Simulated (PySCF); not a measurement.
A structure optimised at PBE-D3(BJ)/def2-SVP, used in a PySCF frequency run:

```xyz
11

C      0.0000     1.2779     1.1726
C      0.0000     0.0000     0.3485
C      0.0000    -1.2779     1.1726
Cl    -1.4769     0.0000    -0.7190
Cl     1.4769     0.0000    -0.7190
H      0.9028     1.3075     1.8145
H      0.0000     2.1649     0.5129
H     -0.9028     1.3075     1.8145
H      0.9028    -1.3075     1.8145
H      0.0000    -2.1649     0.5129
H     -0.9028    -1.3075     1.8145
```
Charge 0, spin multiplicity 1.

Question: Write its SMILES, formula and point group.

Answer: CC(C)(Cl)Cl, C3H6Cl2, C2v

Question: What are its rotational constants (standard atomic weights)?

Answer: 3.6206, 2.3670, 2.0887 GHz
